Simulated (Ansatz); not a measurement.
The cluster Zr3O4⁺ (the lowest doublet isomer of a short search). Charge 1, multiplicity 2. Geometry PBE0-D4/def2-SVP, basis def2-TZVP, Ansatz.

```xyz
7

Zr   -0.358   -0.808   -1.273
Zr   -1.296    1.199    0.768
Zr    1.395   -0.152    0.660
O    -1.928    0.275   -0.836
O     0.400    1.141    1.740
O     1.353    0.148   -1.277
O     0.435   -1.802    0.219
```

```
run  HOMO (eV)  LUMO (eV)
  A     -11.21      -4.17
  B      -8.18      -7.31
  C      -8.43      -6.97
  D      -9.14      -6.16
  E      -8.07      -7.21
```

In the def2 sets Zr takes a core potential; there is no spin–orbit coupling. LC-ωPBE has ω = 0.4 bohr⁻¹. No other spin state of charge 1 was run. The structure comes from a short search, and lower isomers may exist.

HOMO and LUMO are taken over both spins.

**Question.** The runs used BLYP, LC-ωPBE, PBE, PBE0, r2SCAN. Estimate which is which.

**Answer.** A LC-ωPBE (range-separated); B PBE (0 % exact exchange); C r2SCAN (0 % exact exchange); D PBE0 (25 % exact exchange); E BLYP (0 % exact exchange). Exact exchange lowers occupied and raises empty levels; among semilocal functionals meta-GGAs tend to open the gap a little, and such runs are hard to tell apart. The gap grows from 0.85 eV (BLYP) to 7.04 eV (LC-ωPBE).
